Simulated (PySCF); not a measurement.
Vertical excitations of a molecule CH6ClNO2Si from TDA-PBE0/def2-SVPD (PySCF), as energy in eV (oscillator strength): 5.72 (0.008), 6.30 (0.046), 6.77 (0.006), 7.15 (0.029), 7.38 (0.036), 7.69 (0.013), 7.79 (0.007), 7.86 (0.041), 7.99 (0.058), 8.23 (0.001). Lowest triplet (TDA): 5.59 eV. Geometry: B3LYP-D3(BJ)/def2-SVP. Other conformers were not sampled.

Pick the molecule that these values belong to.
A. CN[Si](O)(O)Cl
B. CO[Si](N)(O)Cl
C. NC[Si](O)(O)Cl

C, NC[Si](O)(O)Cl
